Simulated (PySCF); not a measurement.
**Electric field gradients and quadrupole coupling constants**

Compound: C₆H₉ClF₂O.
Z-matrix (Å and degrees, GFN2-xTB geometry), rows numbered from 1:
```
C 
C   1  1.5237
C   2  1.5380  1  111.98
F   3  1.3767  2  108.86  1   -61.14
C   3  1.5189  2  109.40  1    59.44
O   5  1.1890  3  124.25  2    67.45
Cl  5  1.7421  3  114.36  2  -112.13
C   3  1.5484  2  111.64  1   178.37
C   8  1.5188  3  112.42  2   168.87
F   8  1.3772  3  108.86  2    47.50
H   1  1.0879  2  110.99  3   -65.90
H   1  1.0874  2  110.35  3    54.71
H   1  1.0867  2  109.70  3   174.34
H   2  1.0915  1  109.99  3  -119.24
H   2  1.0905  1  110.59  3   120.58
H   8  1.0973  3  108.08  2   -67.35
H   9  1.0868  8  109.40  3  -175.40
H   9  1.0863  8  109.78  3    64.70
H   9  1.0874  8  110.04  3   -55.78
```

Field gradients from the PBE0/pcSseg-1 density (PySCF, non-relativistic), principal values in atomic units, ordered |Vxx| ≤ |Vyy| ≤ |Vzz|:

```tsv
atom	Vxx	Vyy	Vzz
O6	0.4502	1.1750	-1.6253
Cl7	-1.0172	-2.3290	3.3462
```

Q: Find the asymmetry η = (Vxx − Vyy)/Vzz and the couplings χ = eQV/h (234.96 MHz × Q in barn × V in au), with Q(17O) = −0.0256 b, Q(35Cl) = −0.0817 b.

A: 
```
atom           environment  nucleus     η  χzz (MHz)  χxx (MHz)  χyy (MHz)
  O6       carbonyl oxygen      17O  0.45       9.78      -2.71      -7.07
 Cl7  chlorine bonded to C     35Cl  0.39     -64.24      19.53      44.71
```

Q: What is Vzz at Cl7 in SI units (1 au = 9.71736 × 10²¹ V/m²)?

A: 3.3462 au = 32.516 × 10²¹ V/m².

Q: What couplings would deuterons (Q(2H) = 0.00286 b) have in place of the hydrogens, at this geometry?

A: 
| atom | bonded to | bond length (Å) | Vzz (au) | η | χzz (kHz) |
| --- | --- | --- | --- | --- | --- |
| H11 | C1 | 1.088 | 0.3109 | 0.04 | 209 |
| H12 | C1 | 1.087 | 0.3107 | 0.02 | 209 |
| H13 | C1 | 1.087 | 0.3163 | 0.02 | 213 |
| H14 | C2 | 1.092 | 0.2986 | 0.03 | 201 |
| H15 | C2 | 1.091 | 0.3012 | 0.04 | 202 |
| H16 | C8 | 1.097 | 0.2757 | 0.05 | 185 |
| H17 | C9 | 1.087 | 0.3140 | 0.03 | 211 |
| H18 | C9 | 1.086 | 0.3133 | 0.05 | 211 |
| H19 | C9 | 1.087 | 0.3091 | 0.02 | 208 |

One conformer (not necessarily the lowest) at the GFN2-xTB geometry, without solvent, vibrations or thermal averaging. GFN2-xTB bond lengths can be off by several hundredths of an ångström, more for odd bonds, and the gradients follow them. A larger basis could move these couplings by a tenth or more.

The run behind these numbers computed NMR shieldings as well. Cost: about 2.6 min of CPU time on one thread (grids of density and orbitals included); the machine was shared, so the figure is rough.
